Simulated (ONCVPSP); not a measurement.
## Configuration tests for phosphorus (ONCV)

phosphorus, optimised norm-conserving Vanderbilt (ONCV), made with ONCVPSP 4.0.1 (PBEsol, non-relativistic). Core [He], reference 2s2 2p6 3s1.5 3p3.5. Waves: 2s+3s: rc 0.80 bohr, ncon 3, nbas 6, qcut 15.2 1/bohr, 2 projectors; 2p+3p: rc 0.70 bohr, ncon 5, nbas 8, qcut 15.5 1/bohr, 2 projectors. Local part: polynomial inside 0.65 bohr (lpopt 2, dvloc0 0 Ha). Core correction: none.

Energies are relative to the spin-unpolarised reference configuration 2s2 2p6 3s1.5 3p3.5; without spin polarisation the order of configurations can differ from experiment.

```json
{"valence configuration": "2s2 2p6 3s2 3p3", "charge": "0", "ΔE all-electron (eV)": "-4.194", "error AE − PS (meV)": "+0.1"}
{"valence configuration": "2s2 2p6 3s2 3p2", "charge": "+1", "ΔE all-electron (eV)": "5.516", "error AE − PS (meV)": "+0.8"}
{"valence configuration": "2s2 2p6 3s2 3p2.5", "charge": "+0.5", "ΔE all-electron (eV)": "-0.428", "error AE − PS (meV)": "+0.3"}
```

Task: What are ΔE and the potential's error for 2s2 2p6 3s2 3p1?

Result: ΔE = 24.640 eV all-electron; the error (AE − PS) is +3.2 meV.
